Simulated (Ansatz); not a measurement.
`CC[O][Zn][Cl]` and `C#COCC` differ in one atom or group.

Ansatz, PBE0-D4/def2-TZVP geometries, multiplicity 1. Each molecule was computed in one conformer, which needn't be the lowest.

Scalar relativity is left out up to krypton.

```csv
property,`CC[O][Zn][Cl]`
HOMO energy (B3LYP/def2-TZVPP) / eV,-7.44
size of the dipole moment (ωB97M-V/def2-TZVPP) / D,1.47
HOMO–LUMO gap (PBE0/def2-TZVPP) / eV,6.41
LUMO energy (PBE0/def2-TZVPP) / eV,-1.25
LUMO energy (ωB97M-V/def2-TZVPP) / eV,0.44
size of the dipole moment (B3LYP/def2-TZVPP) / D,1.51
```

**Question.** Give the same properties after the change, and the shifts. (Best estimate.)

**Answer.** The calculation gave: 
```tsv
property	`C#COCC`	shift
HOMO energy (B3LYP/def2-TZVPP) / eV	-6.71	0.73
size of the dipole moment (ωB97M-V/def2-TZVPP) / D	2.18	0.71
HOMO–LUMO gap (PBE0/def2-TZVPP) / eV	8.08	1.67
LUMO energy (PBE0/def2-TZVPP) / eV	1.14	2.39
LUMO energy (ωB97M-V/def2-TZVPP) / eV	2.61	2.17
size of the dipole moment (B3LYP/def2-TZVPP) / D	2.18	0.67
```

With PBE0 the HOMO rises by 0.71 eV and the LUMO rises by 2.39 eV, so the gap widens by about 1.68 eV. PBE moves the HOMO by 0.51 eV and ωB97M-V by 0.85 eV. Dipoles are sizes alone; their direction can turn.

B3LYP here is the variant with VWN-RPA as its local correlation; programs differ in this.
